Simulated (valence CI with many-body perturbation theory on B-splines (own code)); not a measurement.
## Re68+ in brief

Level of theory: relativistic CI+MBPT: five valence electrons over a frozen Dirac-Fock core [He], a basis of 11 s, 11 p, 10 d, 8 f, 5 g, 2 h functions for each j, with the one-electron correlation potential Σ1, the two-electron term Σ2, the three-electron term Σ3, Breit, model QED; selected CI, second order for the rest, scaled by the run's own slope (own B-spline code, finite nucleus).

No measured spectrum was set against this ion. As an estimate, large intervals hold to a few tenths of a per cent, small ones and those within an open d or f shell to about a per cent. Among the levels kept, up to 7500 cm⁻¹ of a level comes from second order outside the variational space, and about a tenth of that is noise between levels of different J, which matters for small intervals.

Levels are named by their leading jj configuration (3d3/2^4 stands for four electrons in 3d with j = 3/2), which in mixed levels can hold well under half, so a name can repeat and another be missing.

Rates and lifetimes use the calculated energies. Strong lines usually hold to 10 to 20 %, long lifetimes can be off by a factor of two.

**Question.** What is the ground level?

**Answer.** (2s^2 2p1/2^2 2p3/2) J=3/2, composition 49 % 2s²2p³ ²P° + 27 % 2s²2p³ ²D° + 24 % 2s²2p³ ⁴S°, g = 1.310.

**Question.** Among levels below 13432 eV, which E1 lines absorb most strongly from the ground level?

**Answer.** to (2s^2 2p1/2^2 3d5/2) J=5/2 at 0.1262 nm, f = 0.549; to (2s^2 2p1/2 2p3/2 3d3/2) J=5/2 at 0.1104 nm, f = 0.508; to (2s^2 2p1/2 2p3/2 3d3/2) J=3/2 at 0.1103 nm, f = 0.302.

**Question.** What is the ionisation energy?

**Answer.** 17124 eV; NIST lists 17120 ± 50 eV (theoretical).

**Question.** Name the longest-lived excited levels whose lifetime is computed, and their main decay.

**Answer.** (2s^2 2p1/2 2p3/2^2) J=5/2 at 1501 eV lives 194 ps, mostly by M1 to (2s^2 2p1/2^2 2p3/2) J=3/2; (2s^2 2p1/2 2p3/2^2) J=1/2 at 1555 eV lives 60.1 ps, mostly by M1 to (2s^2 2p1/2^2 2p3/2) J=3/2; (2s^2 2p1/2 2p3/2^2) J=3/2 at 1478 eV lives 33.3 ps, mostly by M1 to (2s^2 2p1/2^2 2p3/2) J=3/2.

**Question.** How well does LS coupling describe the low levels?

**Answer.** Among the lowest 20 levels the leading LS term, summed over configurations, holds 63 % on average. For single configurations the figures are 63 % in LS and 100 % in jj coupling. Terms mix most in the J = 3/2 level at 9609 eV, where the leading one holds 35 %.

**Question.** Where does the other parity begin?

**Answer.** At (2s 2p1/2^2 2p3/2^2) J=5/2, 1832 eV.
